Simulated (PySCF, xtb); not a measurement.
Zn(I)(OH) (HIOZn), SMILES [I][Zn][OH]. Other conformers were not sampled.

Harmonic wavenumbers (cm⁻¹) from GFN2-xTB (xtb) at its own minimum, in rising order: 81, 248, 305, 506, 639, 3721.

What does B3LYP-D3(BJ)/def2-TZVP run with PySCF 2.14.0 give at its own minimum? (The exact figures need the calculation; the answer reports its results.)

113, 119, 241, 667, 763, 3840. Paired by order, the mean absolute difference is 105 cm⁻¹ and the zero-point energies are 7.9 and 8.2 kcal/mol.
